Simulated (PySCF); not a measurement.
Atom-mapped SMILES (the numbers label the heavy atoms): `[CH3:1][NH:2][Si@@H:3]([CH3:4])/[CH:5]=[C:6](\[C:7]#[N:8])[O:9][CH3:10]` (H(Xn): hydrogen on atom n).

PySCF 2.14 calculation with PBE0/pcSseg-1 with gauge-including orbitals and coordinates at the GFN2-xTB level; non-relativistic Hamiltonian, no solvent, averaged over atoms made equivalent by symmetry, fast rotation or ring inversion, one conformer.

Task: List the cross peaks expected in HSQC, COSY and HMBC spectra.

Result: 

HSQC (one-bond C–H):
```tsv
δH	δC
5.46 (H(C5))	115.7 (C5)
3.73 (H(C10))	55.5 (C10)
2.77 (H(C1))	31.5 (C1)
0.31 (H(C4))	-1.0 (C4)
```

COSY cross peaks (H two or three bonds apart, from the bond graph; peaks can be absent where the dihedral angle is near 90°):
```tsv
δH	δH
5.46 (H(C5))	4.96 (H(Si3))
4.96 (H(Si3))	0.31 (H(C4))
```

HMBC (two and three bonds, from the bond graph):
```tsv
δH	δC
5.46 (H(C5))	148.7 (C6), 121.7 (C7), -1.0 (C4)
4.96 (H(Si3))	148.7 (C6), 115.7 (C5), 31.5 (C1), -1.0 (C4)
3.73 (H(C10))	148.7 (C6)
0.31 (H(C4))	115.7 (C5)
```

δ = σ(ref) − σ, references computed at the same level: TMS for $^{1}$H (σ = 31.72 ppm) and $^{13}$C (σ = 186.93 ppm).

Short H···H contacts in this conformer between protons four or more bonds apart (candidates for NOE cross peaks, intensity ∝ r⁻⁶): H(C5)···H(C10) 2.36 Å.

The OH or NH signal is concentration- and solvent-dependent in practice; the value given is the gas-phase one. Shifts are as computed. Against solution values, carbons near 30 ppm lie about +3 ppm off and those near 130 ppm about +5 ppm. Of 1309 compounds with measured shifts, 239 miss one by over three times the rms of a fit or turn the order of signals round; such compounds aren't used in these exercises.
